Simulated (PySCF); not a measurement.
**Atomic charges by several schemes**

Species: C3H9ClOSi4.
Cartesian coordinates in Å at the GFN2-xTB level; atoms count from 1:
```xyz
18
C3H9ClOSi4 angstrom
C      2.855    3.045   -0.552
C      2.200    2.167   -0.059
Si     1.246    0.766    0.691
Cl     1.123    1.148    2.682
O     -0.272    0.943    0.103
Si    -1.465    0.035   -0.580
C     -2.899   -0.032    0.662
Si    -0.336   -1.982   -0.892
Si     1.732   -1.421    0.075
H      3.416    3.826   -0.980
H     -1.833    0.850   -1.743
H     -3.215    0.965    0.957
H     -2.617   -0.564    1.568
H     -3.759   -0.540    0.235
H     -1.000   -3.133   -0.255
H     -0.232   -2.383   -2.305
H      2.885   -1.443   -0.839
H      2.164   -2.239    1.219
```

Density: PBE0/pcSseg-1 (PySCF); schemes: Mulliken, IAO, Hirshfeld and ESP-fitted. Isolated species at its GFN2-xTB geometry, gas phase.

**Question.** Atoms with like bonding are taken together and averaged. Do the Mulliken, IAO, Hirshfeld and ESP-fitted schemes agree on where the charge is lowest?

**Answer.** The schemes don't all agree: Mulliken O5 (-0.742); IAO O5 (-0.875); Hirshfeld O5 (-0.307); ESP-fitted C7 (-0.655).

**Question.** Which atoms carry the highest charge in the Mulliken, IAO, Hirshfeld and ESP-fitted schemes?

**Answer.** The schemes don't all agree: Mulliken Si3 (+0.949); IAO Si3 (+1.017); Hirshfeld Si3 (+0.353); ESP-fitted Si6 (+0.676).

**Question.** Tabulate the Mulliken, IAO, Hirshfeld and ESP-fitted charges.

**Answer.** In e; atoms taken as equivalent share a row and are averaged (×n: the atom named and its like, n in all):

```
       atom             environment  Mulliken     IAO  Hirshfeld  ESP-fitted
         C1  terminal alkyne carbon    -0.192  -0.171     -0.073      -0.347
         C2           alkyne carbon    -0.164  -0.338     -0.164      -0.070
        Si3  chlorine-bound silicon    +0.949  +1.017     +0.353      +0.288
        Cl4  silicon-bound chlorine    -0.311  -0.301     -0.125      -0.145
         O5         siloxane oxygen    -0.742  -0.875     -0.307      -0.379
        Si6    oxygen-bound silicon    +0.765  +0.889     +0.349      +0.676
         C7        Si-methyl carbon    -0.626  -0.725     -0.214      -0.655
        Si8            SiH2 silicon    -0.064  +0.103     +0.144      -0.057
        Si9            SiH2 silicon    -0.031  +0.120     +0.150      +0.218
        H10         alkyne hydrogen    +0.067  +0.206     +0.101      +0.307
        H11           Si–H hydrogen    -0.073  -0.125     -0.079      -0.147
H12/H13/H14         methyl hydrogen    +0.144  +0.161     +0.045      +0.164
        H15           Si–H hydrogen    -0.005  -0.074     -0.070      -0.020
        H16           Si–H hydrogen    -0.007  -0.072     -0.071      -0.037
        H17           Si–H hydrogen    +0.004  -0.069     -0.066      -0.057
        H18           Si–H hydrogen    +0.001  -0.068     -0.066      -0.067
```

Mean size of the charges over all atoms: IAO 0.313 e, Mulliken 0.246 e, ESP-fitted 0.220 e, Hirshfeld 0.137 e. Each set sums to the total charge, 0, to within 0.001 e. The Mulliken scheme counts on each atom the diagonal of the density matrix times the overlap matrix over that atom's basis functions.

Some averages cover members that differ in this geometry: H12/H13/H14, ESP-fitted +0.154 to +0.181 e.

**Question.** Sum the charges by element, for elements with more than one atom.

**Answer.** 
```tsv
element	atoms	Mulliken	IAO	Hirshfeld	ESP-fitted
C	3	-0.982	-1.234	-0.450	-1.072
Si	4	+1.618	+2.130	+0.996	+1.125
H	9	+0.417	+0.280	-0.114	+0.472
```

**Question.** How closely do the schemes follow one another over all atoms?

**Answer.** Correlation coefficient and root-mean-square difference: Mulliken with IAO 0.98, 0.098 e; IAO with Hirshfeld 0.96, 0.283 e; Mulliken with Hirshfeld 0.90, 0.243 e; IAO with ESP-fitted 0.87, 0.236 e; Mulliken with ESP-fitted 0.85, 0.207 e; Hirshfeld with ESP-fitted 0.85, 0.172 e.
